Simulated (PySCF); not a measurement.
## Ge+: ionisation energy

Ge+ [Ar] 3d10 4s2 4p1 (2P) → Ge(2+) [Ar] 3d10 4s2 (1S), as a difference of total energies. Computed with PySCF 2.14 in ANO-RCC-VTZP, with the spin-free X2C one-electron Hamiltonian (Gaussian nucleus). Correlated levels: valence: [Ar] 3d10 frozen; valence and next inner shell: [Ne] frozen. The calculations carry no spin-orbit coupling.

```tsv
method	ionisation energy (eV)	error (eV)
UHF	15.253	-0.536
LDA	15.938	+0.149
PBE	15.803	+0.014
PBE0	15.823	+0.034
r2SCAN	15.988	+0.199
LC-wPBE	15.977	+0.188
BLYP	15.720	-0.069
CAM-B3LYP	15.908	+0.119
M06-2X	15.634	-0.155
MP2 (valence)	15.425	-0.364
SCS-MP2 (valence)	15.406	-0.383
MP2 (valence and next inner shell)	15.533	-0.256
SCS-MP2 (valence and next inner shell)	15.475	-0.314
```

Reference: 15.789 eV (measured; NIST levels, between the centres of gravity of the two terms).

Errors of the correlated levels include the incompleteness of this basis and the frozen core.
